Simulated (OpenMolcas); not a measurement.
Rb: input and output

Input:

```
&GATEWAY
Coord
1

Rb 0.0 0.0 0.0
Basis=ANO-RCC-VDZP
Group=XYZ
NoMove
AngMom=0.0 0.0 0.0
AMFI
RX2C
&SEWARD
&RASSCF
FileOrb=start.orb
Symmetry=1
Spin=2
nActEl=1 0 0
Inactive=9 9
Ras2=1 3
CIRoot=1 1 1
SDav=1
CIMx=300
Iter=120 100
PrWF=0.3
OrbListing=Nothing
MaxOrb=0
Atom
>>> COPY $Project.JobIph JOB001
&RASSCF
FileOrb=start.orb
Symmetry=2
Spin=2
nActEl=1 0 0
Inactive=9 9
Ras2=1 3
CIRoot=3 3 1
SDav=3
CIMx=300
Iter=120 100
PrWF=0.3
OrbListing=Nothing
MaxOrb=0
Atom
>>> COPY $Project.JobIph JOB002
&RASSI
NrOfJobIphs=2 1 3
1
1 2 3
IphNames
JOB001
JOB002
EJob
SpinOrbit
DIPRint=1.0
SOCoupling=1000.0
Subsets=2
MEES
Property=10
'ANGMOM' 1 'ANGMOM' 2 'ANGMOM' 3 'MLTPL  1' 1 'MLTPL  1' 2 'MLTPL  1' 3
'AMFI' 1 'AMFI' 2 'AMFI' 3 'MLTPL  2' 6
SOProperty=3
'ANGMOM' 1 'ANGMOM' 2 'ANGMOM' 3
```

Launched by
```bash
OMP_NUM_THREADS=1 MOLCAS_MEM=2252 MOLCAS_PROJECT=a pymolcas a.inp > a.log  # once for each step of the input, in one work folder
```

A driver script runs the steps one by one and writes start.orb anew before each from the orbitals found so far.

Output, cut to the results:

```
--- SEWARD ---
Basis set label: RB.ANO-RCC...6S5P2D.

      Electronic valence basis set:
      ------------------
      Associated Effective Charge  37.000000 au
      Associated Actual Charge     37.000000 au
      Nuclear Model: Point charge

      Shell  nPrim  nBasis  Cartesian Spherical Contaminant
         s      23       6        X
         p      19       5        X
         d      11       2                 X
RX2C
                  Relativistic X2C integrals
                  Atomic mean-field integrals
--- RASSCF ---
Wave function specifications:
      -----------------------------

      Number of closed shell electrons          36
      Number of electrons in active shells       1
      Max number of holes in RAS1 space          0
      Max nr of electrons in RAS3 space          0
      Number of inactive orbitals               18
      Number of active orbitals                  4
      Number of secondary orbitals               9
      Spin quantum number                      0.5
      State symmetry                             1
Orbital specifications:
      -----------------------

      Symmetry species                           1   2
                                                ag  au
      Frozen orbitals                            0   0
      Inactive orbitals                          9   9
      Active orbitals                            1   3
      RAS1 orbitals                              0   0
      RAS2 orbitals                              1   3
      RAS3 orbitals                              0   0
      Secondary orbitals                         6   3
      Deleted orbitals                           0   0
      Number of basis functions                 16  15
      Number of CSFs                             1
      Number of root(s) required                 1
      Iter CI   SX   CI       RASSCF       Energy    max ROT     max BLB   max BLB  Level Ln srch  Step   QN
          iter iter root      energy       change     param      element    value   shift minimum  type update
 Nr of preliminary CI iterations:   1
 ###############################################################################
 ###############################################################################
 ###                                                                         ###
 ###                                                                         ###
 ###    WARNING: Problems in orbital optimization.                           ###
 ###                                                                         ###
 ###                                                                         ###
 ###############################################################################
 ###############################################################################
  Warning: In symmetry  2, orbital p=  10 has diagonal density matrix element D(p,p) close to zero. D(p,p)=  0.000000E+00
  Warning: In symmetry  2, orbital p=  11 has diagonal density matrix element D(p,p) close to zero. D(p,p)=  0.000000E+00
        ...
  Warning: In symmetry  2, orbital p=  10 has diagonal density matrix element D(p,p) close to zero. D(p,p)=  0.000000E+00
  Warning: In symmetry  2, orbital p=  11 has diagonal density matrix element D(p,p) close to zero. D(p,p)=  0.000000E+00
  Warning: In symmetry  2, orbital p=  12 has diagonal density matrix element D(p,p) close to zero. D(p,p)=  0.000000E+00
        4   1    2    1  -979.07245058   -7.28E-12  -1.18E-06   10  11 1  1.16E-06   0.50   0.00    SX    NO
      Convergence after  4 iterations
        5   1    2    1  -979.07245058   -1.36E-12  -1.18E-06   10  11 1  6.89E-07   0.50   0.00    SX    NO
      Natural orbitals and occupation numbers for root  1
      sym 1:   1.000000
      sym 2:   0.000000   0.000000   0.000000
::    RASSCF root number  1 Total energy:  -2979.07245058
--- RASSCF ---
Wave function specifications:
      -----------------------------

      Number of closed shell electrons          36
      Number of electrons in active shells       1
      Max number of holes in RAS1 space          0
      Max nr of electrons in RAS3 space          0
      Number of inactive orbitals               18
      Number of active orbitals                  4
      Number of secondary orbitals               9
      Spin quantum number                      0.5
      State symmetry                             2
Orbital specifications:
      -----------------------

...
--- RASSI ---
SPIN-FREE ENERGIES:
  (Shifted by EMIN (a.u.) =      -2979.0724505791)

 SF State       Relative EMIN(au)   Rel lowest level(eV)    D:o, cm**(-1)      L_eff

     1             0.0000000000        0.0000000000              0.0000         0.0
     2             0.0493528452        1.3429593339          10831.6975         1.0
     3             0.0493528452        1.3429593339          10831.6975         1.0
     4             0.0493528452        1.3429593339          10831.6975         1.0
     Dipole printing threshold changed to   1.00000000E+00

++ Dipole transition strengths (spin-free states):
   -----------------------------------------------
     for osc. strength at least  1.00000000E+00

  ( Max oscillator strength is only   0.37372715017498692      )
--
Eigenvalues of complex Hamiltonian:
   -----------------------------------
  (Shifted by EMIN (a.u.) =      -2979.0724505791)

 SO State       Relative EMIN(au)   Rel lowest level(eV)    D:o, cm**(-1)     J-value

     1             0.0000000000        0.0000000000              0.0000         0.4
     2             0.0000000000        0.0000000000              0.0000         0.4
     3             0.0489281479        1.3314027297          10738.4872         0.4
     4             0.0489281479        1.3314027297          10738.4872         0.4
     5             0.0495651939        1.3487376359          10878.3027         1.0
     6             0.0495651939        1.3487376359          10878.3027         1.0
     7             0.0495651939        1.3487376359          10878.3027         1.3
     8             0.0495651939        1.3487376359          10878.3027         1.3
Weights of the five most important spin-orbit-free states for each spin-orbit state.

 SO State  Total energy (au)           Spin-free states, spin, and weights
 -------------------------------------------------------------------------------------------------------
...
```

The J values that RASSI prints are effective ones from its own formula and need not be integers or half-integers; the table below assigns J from the states.

Levels above the lowest, from the spin-orbit matrix, grouped by J:

```tsv
Configuration	Term	J	E (cm⁻¹)	Measured (cm⁻¹)	Term weight %
5s	²S	1/2	0.0	0.0	100
5p	²P°	1/2	10738	12579	100
5p	²P°	3/2	10878	12817	100
```

Against the 2 measured excited levels shown (NIST Handbook of Basic Atomic Spectroscopic Data) the mean absolute deviation is 1900 cm-1; the largest miss in energy is 5p ²P°_3/2: computed 10878, measured 12817 cm⁻¹ (-15.1 %).

ANO sets are built for ground and valence states and can reach diffuse excited orbitals poorly. With one active electron the reference holds no correlation, so core polarisation is missing. Computed and measured levels are paired by configuration, term and J; levels that our copy of the source lacks, or whose pairing is in doubt (as where it misses far off the trend of its configuration), stay unpaired and out of the deviations. Levels of configurations outside the active space are missing.

The RASSCF and RASSI steps took 7.1 s on 1 thread of Arm Neoverse V1, on a shared host; the integral step is not counted.

The term weight is that of the spin-free term in the level, not the purity of its configuration. ° marks odd parity.
